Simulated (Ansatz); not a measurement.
`[OH][Sn][SH]` + HBr → `[OH][Sn][Br]` + H₂S at 700 K and 1 bar (ligand exchange at the Sn–S bond).

Gas-phase electronic energies from Ansatz, PBE0-D4/def2-TZVP geometries. CBS: MP2 limit from def2 TZ/QZ plus the TZ coupled-cluster correction, frozen cores. This one scheme is used for every species. Elements past krypton have def2 core potentials. For Br, Sn outer-core shells are correlated without core-valence functions, which leaves a few kJ/mol of doubt a bond. Scalar relativity is left out up to krypton. One conformer a species, not always the lowest.

```
       species  CCSD(T)/CBS energy (Eh)  H − E (kJ/mol)  S (J/(mol·K))
`[OH][Sn][SH]`               -688.24306           106.6          386.7
           HBr              -2573.91920            36.5          223.7
`[OH][Sn][Br]`              -2863.20849            77.8          374.3
           H₂S               -398.97279            64.8          236.9
```

H − E and S are ideal-gas, rigid-rotor, harmonic terms from PBE0-D4/def2-TZVP, for one conformer and one mirror image of each species. 1 Eh = 2625.50 kJ/mol, R = 8.31446 J/(mol·K).

Question: By hand: ΔE, ΔH, ΔS and ΔG.

Answer: ΔE = (-2863.20849) + (-398.97279) − (-688.24306) − (-2573.91920) = -0.01902 Eh = -49.9 kJ/mol. Δ(H − E) = 77.8 + 64.8 − 106.6 − 36.5 = -0.5, so ΔH = -50.4 kJ/mol. ΔS = 374.3 + 236.9 − 386.7 − 223.7 = 0.8 J/(mol·K). ΔG = -50.4 − 700 × (0.8)/1000 = -51.0 kJ/mol.

Question: By hand: the equilibrium constant, and the temperature at which ΔG would vanish if ΔH and ΔS stayed fixed.

Answer: log₁₀ K = −ΔG/(RT ln 10) = 3.8. ΔH and −TΔS have one sign here, so there is no such temperature.

The number of gas molecules stays the same, so ΔS is small and ΔH decides. A doubt of 5 kJ/mol in ΔE shifts log₁₀ K by 0.4 here. Other conformers and mirror images would add mixing entropy, several J/(mol·K) or more a flexible species. These are equilibria of isolated gas molecules and say nothing of rates. Largest T1 diagnostic: 0.017 (customary marks: 0.02 for closed shells, 0.045 for open ones).

ΔS is within the doubt of such terms, so its sign, and with it that verdict, could turn.
